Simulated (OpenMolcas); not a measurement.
Co.

```json
{
  "Program": "OpenMolcas",
  "Basis": "ANO-R3 [8s5p5d3f2g1h]",
  "Scalar Hamiltonian": "X2C, finite nucleus",
  "Active space": "9 electrons in 6 orbitals (3d 4s)",
  "State averaging": "2S+1 = 4 even, 20 roots; 2S+1 = 2 even, 40 roots kept (CI in the orbitals of an earlier block)",
  "Spin-orbit coupling": "RASSI with atomic mean-field integrals over the reference wave functions, term energies averaged over their components"
}
```

Two sets of levels on these reference wave functions, in cm-1 above 3d7 4s2 4F 9/2: one from CASSCF and one from MS-CASPT2, IPEA 0.25 Eh, imaginary shift 0.1 Eh (closed shells correlated: 3s 3p).

```csv
Level,Set 1,Set 2
3d7 4s2 4F 9/2,0.0,0.0
3d7 4s2 4F 7/2,770,767
3d7 4s2 4F 5/2,1333,1332
3d7 4s2 4F 3/2,1717,1721
3d8 4s 4F 9/2,6240,13860
3d8 4s 4F 7/2,6910,14570
3d8 4s 4F 5/2,7490,15140
3d8 4s 4F 3/2,7910,15550
3d7 4s2 2G 9/2,15720,17790
3d7 4s2 4P 5/2,14220,17940
3d7 4s2 4P 3/2,14430,18190
3d7 4s2 2G 7/2,16460,18530
3d7 4s2 4P 1/2,14810,18540
3d8 4s 2F 7/2,9440,19400
3d8 4s 2F 5/2,10510,20500
3d7 4s2 2P 3/2,18690,23420
```

Q: Which set is which?

A: Set 1 is MS-CASPT2. Its levels of the other terms of 3d7 4s2 lie at 0.79 to 0.89 of the other set's values, as expected, since terms of lower spin or lower L gain more correlation energy than the Hund ground term. Against 12 measured levels (NIST Handbook of Basic Atomic Spectroscopic Data) the mean absolute deviation is 1400 cm-1 with it and 6500 cm-1 without; single levels miss by up to 2800 cm-1 with it.

Term energies are means over components that CASPT2 splits; among the terms shown or strongly mixed into the levels shown the widest spread is 1900 cm-1 (3d8 4s 4F, MS-CASPT2). Terms from blocks run as CI alone lack orbitals of their own. A single d shell beside an s shell can misplace configurations of different d count against each other. Without dynamic correlation excited terms often stand tens of per cent too high (terms of higher spin than the ground term too low), and those without a measured partner can miss by more than the paired ones (holds for CASSCF). Measured partners are found by configuration, term and J. A level has none where our copy of the source lacks it or the pairing is in doubt (some pairs that miss far off the trend of their configuration count as doubtful), and it then counts in no deviation. Only configurations of the active space appear. The table leaves out levels that lie high or whose names do not pair safely across all columns.
